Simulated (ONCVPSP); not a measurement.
**W: one change to an ONCV potential, before and after**

W (Z = 74), optimised norm-conserving Vanderbilt (ONCV), made with ONCVPSP 4.0.1 (BLYP, fully relativistic). Core [Xe] 4f14, reference 5d4 6s1.5 6p0.5. Waves: 6s: rc 2.25 bohr, ncon 4, nbas 7, qcut 2.4 1/bohr, 3 projectors, debl 2.9 Ha; 6p: rc 3.05 bohr, ncon 3, nbas 8, qcut 2.8 1/bohr, 1 projector; 5d: rc 2.65 bohr, ncon 4, nbas 8, qcut 6.6 1/bohr, 1 projector. Local part: polynomial inside 1.80 bohr (lpopt 5, dvloc0 3 Ha). Core correction: polynomial model core, fcfact 0.75.

Open shells are filled in proportion to 2j + 1.

Change: s: qcut 1.8; p: qcut 2.1; d: qcut 5.

Cutoffs: the cutoffs (Ha) at which the residual kinetic energy of the hardest occupied pseudo-wave falls to 1 and 0.1 mHa per electron; they do not see the model core or the augmentation charge, which bear on the density cutoff. Errors are all-electron minus pseudo energies relative to the spin-unpolarised reference configuration.

**Question.** How do hardness, ghosts and transferability respond?

**Answer.** The potential gets softer (13 Ha and 21 Ha → 10 Ha and 15 Ha); both files keep a bound ghost (s); of the 4 tests that both files solve, the error grows in 0 and shrinks in 3 by more than 15 % and 0.3 meV (median size 13.4 → 12.2 meV).

| quantity | base | changed |
| --- | --- | --- |
| cutoff, loose | 13 Ha | 10 Ha |
| cutoff, tight | 21 Ha | 15 Ha |
| loose cutoff by channel | s 4.5 Ha, p 2.3 Ha, d 13 Ha | s 6.9 Ha, p 1.7 Ha, d 10 Ha |
| bound ghosts | s | s |
| GHOST(+) flags under 300 eV | s at 176.0 eV | s at 166.8 eV |
| error for 5d4 6s2 6p0, meV [ΔE -2.18 eV] | -0.6 | -0.2 |
| error for 5d4 6s1 6p0, meV [ΔE 6.64 eV] | -3.8 | -2.9 |
| error for 5d4 6s0 6p0, meV [ΔE 22.39 eV] | -23 | -22 |
| error for 5d3 6s2 6p1, meV [ΔE 1.75 eV] | -64 | -36 |
| s: phases at 2.28 bohr within 0.05 rad from the reference energy up to (Ha; the scan ends near 5) | to the end of the scan | to the end of the scan |
| p3/2: phases at 3.10 bohr within 0.05 rad from the reference energy up to (Ha; the scan ends near 5) | 0.3 | 0.3 |
| p1/2: phases at 3.10 bohr within 0.05 rad from the reference energy up to (Ha; the scan ends near 5) | 0.5 | 0.4 |
| d5/2: phases at 2.70 bohr within 0.05 rad from the reference energy up to (Ha; the scan ends near 5) | 0.9 | 0.8 |
| d3/2: phases at 2.70 bohr within 0.05 rad from the reference energy up to (Ha; the scan ends near 5) | 0.8 | 0.7 |
| rms error of d²Exc/dni dnj with the model core, mHa | 1.70 | 1.80 |

Base: The cutoffs count occupied waves only; projector 2 of the s channel, the hardest unoccupied one, needs 33 Ha at the loose tolerance. Changed file: The cutoffs count occupied waves only; projector 3 of the s channel, the hardest unoccupied one, needs 41 Ha at the loose tolerance. A true bound ghost makes a file unfit for plane-wave use even where its test errors are small: the radial tests pick states by their node count and pass the ghost by.
